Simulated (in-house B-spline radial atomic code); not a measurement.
# Ionising Ca III (Ca2+) with different functionals

Computed with an all-electron radial atomic-structure program (B-spline basis): non-relativistic Hamiltonian, point nucleus, spin-polarised at highest spin, spherical fractional occupations for the functionals, and exact exchange of hybrids averaged over the configuration. The ionisation energy is the difference of two self-consistent energies, [Ne] 3s2 3p6 → [Ne] 3s2 3p5, without Breit or QED terms; ε is the level of the shell that loses the electron (its least bound occupied spin orbital).

```json
{"method": "PBE0", "rung": "global hybrid", "ΔSCF (eV)": "50.98", "-ε(3p) (eV)": "45.38"}
{"method": "B3LYP", "rung": "global hybrid", "ΔSCF (eV)": "?", "-ε(3p) (eV)": "?"}
{"method": "TPSSh", "rung": "global hybrid", "ΔSCF (eV)": "?", "-ε(3p) (eV)": "?"}
{"method": "M06-2X", "rung": "global hybrid", "ΔSCF (eV)": "50.64", "-ε(3p) (eV)": "47.50"}
{"method": "BHandHLYP", "rung": "global hybrid", "ΔSCF (eV)": "50.88", "-ε(3p) (eV)": "47.52"}
{"method": "r2SCAN0", "rung": "global hybrid", "ΔSCF (eV)": "51.33", "-ε(3p) (eV)": "45.83"}
{"method": "B97-1", "rung": "global hybrid", "ΔSCF (eV)": "50.91", "-ε(3p) (eV)": "44.91"}
{"method": "HSE06", "rung": "range-separated hybrid", "ΔSCF (eV)": "50.97", "-ε(3p) (eV)": "44.95"}
{"method": "wB97X", "rung": "range-separated hybrid", "ΔSCF (eV)": "50.88", "-ε(3p) (eV)": "47.92"}
{"method": "CAM-B3LYP", "rung": "range-separated hybrid", "ΔSCF (eV)": "50.96", "-ε(3p) (eV)": "46.88"}
{"method": "LC-wPBE", "rung": "range-separated hybrid", "ΔSCF (eV)": "51.03", "-ε(3p) (eV)": "48.34"}
```

Task: What does TPSSh give?

Result: ΔSCF 51.11 eV, and -ε(3p) = 44.19 eV.

Task: What does B3LYP give?

Result: ΔSCF 50.99 eV, and -ε(3p) = 44.93 eV.

Task: Among the functionals, which spreads more, the ΔSCF values or the orbital energies?

Result: The orbital energies: ΔSCF values span about 0.69 eV and the orbital energies 4.15 eV; here energy differences depend much less on the functional than eigenvalues do.

Task: How do they compare with the NIST value?

Result: NIST lists 50.913 eV (measured, ground level to ground level). Errors run from -0.28 to +0.42 eV; B97-1 is closest (+0.00 eV), but part of that can be cancellation, since the calculations leave out relativity, Breit-QED terms, multiplet and fine-structure energies.
